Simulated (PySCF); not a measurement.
# Bonding in `C[C@H]1CC12CCCCC2`

Compound: C9H16.
Numbering: `[CH3:1][C@H:2]1[CH2:3][C:4]12[CH2:5][CH2:6][CH2:7][CH2:8][CH2:9]2` (hydrogens: H10, H11, H12 on C1; H13 on C2; H14, H15 on C3; H16, H17 on C5; H18, H19 on C6; H20, H21 on C7; H22, H23 on C8; H24, H25 on C9)

Structure used (PBE0-D3(BJ)/def2-SVP), in Å, numbered top down from 1:
```xyz
25
C9H16 angstrom
C      2.861    1.181   -0.241
C      1.932    0.024   -0.502
C      1.446   -0.865    0.611
C      0.478    0.031   -0.119
C     -0.128    1.205    0.623
C     -1.412    0.798    1.343
C     -2.410    0.153    0.388
C     -1.789   -1.032   -0.343
C     -0.508   -0.624   -1.066
H      2.702    1.621    0.754
H      2.726    1.982   -0.985
H      3.912    0.856   -0.288
H      2.136   -0.495   -1.447
H      1.393   -1.945    0.441
H      1.723   -0.588    1.633
H     -0.353    2.010   -0.101
H      0.590    1.626    1.343
H     -1.159    0.078    2.142
H     -1.863    1.672    1.840
H     -3.316   -0.161    0.932
H     -2.739    0.904   -0.354
H     -2.509   -1.468   -1.055
H     -1.550   -1.825    0.388
H     -0.041   -1.498   -1.550
H     -0.754    0.088   -1.876
```

Bond orders from the PBE0/pcSseg-1 density (PySCF). One conformer (not necessarily the lowest) at the PBE0-D3(BJ)/def2-SVP geometry, without solvent, vibrations or thermal averaging.

(1) Where do the orders between heavy atoms depart from those drawn in the SMILES?

(2) Set the Mayer orders of the bonds between heavy atoms beside their lengths.

## Answers

(1) The largest departure is 0.095, at C3–C4 (drawn single, 0.905).

(2) 
| bond | drawn as | length (Å) | Mayer order |
| --- | --- | --- | --- |
| C1–C2 | single | 1.506 | 1.057 |
| C2–C3 | single | 1.505 | 0.934 |
| C3–C4 | single | 1.507 | 0.905 |
| C4–C5 | single | 1.516 | 1.014 |
| C5–C6 | single | 1.527 | 1.035 |
| C6–C7 | single | 1.525 | 1.039 |
| C7–C8 | single | 1.525 | 1.038 |
| C8–C9 | single | 1.526 | 1.031 |
| C4–C2 | single | 1.504 | 0.927 |
| C9–C4 | single | 1.516 | 1.023 |

By pair of heavy elements: C–C: lowest C3–C4 (0.905, 1.507 Å), highest C1–C2 (1.057, 1.506 Å); in 21 of the 45 pairs the longer bond (by over 0.003 Å) has the higher order (by 0.02 or more).

**Question.** And the bonds to hydrogen?

**Answer.** C–H: 0.94 to 0.96 (16 bonds).

**Question.** Sum the orders of all bonds at each heavy atom with more than one neighbour and set the sums beside the valence in the SMILES.

**Answer.** C1 3.935 (drawn 4), C2 3.867 (drawn 4), C3 3.747 (drawn 4), C4 3.869 (drawn 4), C5 3.926 (drawn 4), C6 3.971 (drawn 4), C7 3.976 (drawn 4), C8 3.967 (drawn 4), C9 3.934 (drawn 4). Orders between atoms that aren't bonded are not in these sums.

For a closed shell the Mayer order of atoms A and B is Σ (PS)μν (PS)νμ over the basis functions μ on A and ν on B, with P the density and S the overlap matrix.
